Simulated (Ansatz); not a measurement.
Reaction (redistribution): `[F][SnH2][GeH3]` + `[NH2][GaH][OH]` → `[OH][GaH][GeH3]` + `[NH2][SnH2][F]`

Program: Ansatz. Geometries: PBE0-D4/def2-TZVP. ΔE: electronic, gas phase. CCSD(T)/CBS is the MP2 limit (def2-TZVPP, def2-QZVPP) plus CCSD(T) − MP2 in def2-TZVPP, frozen cores. Functionals use def2-TZVPP. Elements past krypton have def2 core potentials. For Ga, Ge, Sn outer-core shells are correlated without core-valence functions, which leaves a few kJ/mol of doubt a bond. Scalar relativity is left out up to krypton. One conformer a species, not always the lowest.

(1) Is it downhill or uphill in electronic energy at CCSD(T)/CBS, and by how much? (Best estimate.)

(2) What do these levels give: r2SCAN-D4, PBE, CCSD/def2-TZVPP, CCSD(T)/def2-TZVPP, MP2/def2-QZVPP, MP2/CBS(def2)? (Best estimate.)

Largest T1 diagnostic among the species: 0.014.

## Answers

(1) The calculation gave: Uphill: ΔE = +10.6 kcal/mol.

(2) Computed: r2SCAN-D4 9.7, PBE 8.6, CCSD/def2-TZVPP 10.0, CCSD(T)/def2-TZVPP 9.5, MP2/def2-QZVPP 11.1, MP2/CBS(def2) 11.5 kcal/mol.

From PBE to PBE0 (25 % exact exchange), in def2-TZVPP and without D4, ΔE moves by +1.1 kcal/mol. In def2-TZVPP, CCSD(T) changes the Hartree–Fock value by −1.8 kcal/mol (the triples alone add −0.5 kcal/mol) and MP2 by −0.9 kcal/mol.
